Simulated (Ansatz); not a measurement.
`Cl[SiH]1O[SiH2]1` and `ClC[SiH]1O[SiH2]1` differ in one atom or group.

Ansatz, PBE0-D4/def2-TZVP geometries, multiplicity 1. Each molecule was computed in one conformer, which needn't be the lowest.

```
                                      property  `Cl[SiH]1O[SiH2]1`
           HOMO–LUMO gap (PBE/def2-TZVPP) / eV                4.06
       HOMO–LUMO gap (ωB97M-V/def2-TZVPP) / eV                9.82
          HOMO–LUMO gap (PBE0/def2-TZVPP) / eV                6.00
             HOMO energy (PBE/def2-TZVPP) / eV               -6.07
         LUMO energy (ωB97M-V/def2-TZVPP) / eV                0.61
size of the dipole moment (PBE/def2-TZVPP) / D                1.46
```

**Question.** What does the change do to each property? (An estimate is asked.)

**Answer.** The calculation gave: 
```
                                      property  `ClC[SiH]1O[SiH2]1`  shift
           HOMO–LUMO gap (PBE/def2-TZVPP) / eV                 4.04  -0.02
       HOMO–LUMO gap (ωB97M-V/def2-TZVPP) / eV                 9.81  -0.01
          HOMO–LUMO gap (PBE0/def2-TZVPP) / eV                 5.98  -0.02
             HOMO energy (PBE/def2-TZVPP) / eV                -5.89   0.18
         LUMO energy (ωB97M-V/def2-TZVPP) / eV                 0.80   0.19
size of the dipole moment (PBE/def2-TZVPP) / D                 2.33   0.87
```

Dipoles are sizes alone; their direction can turn.
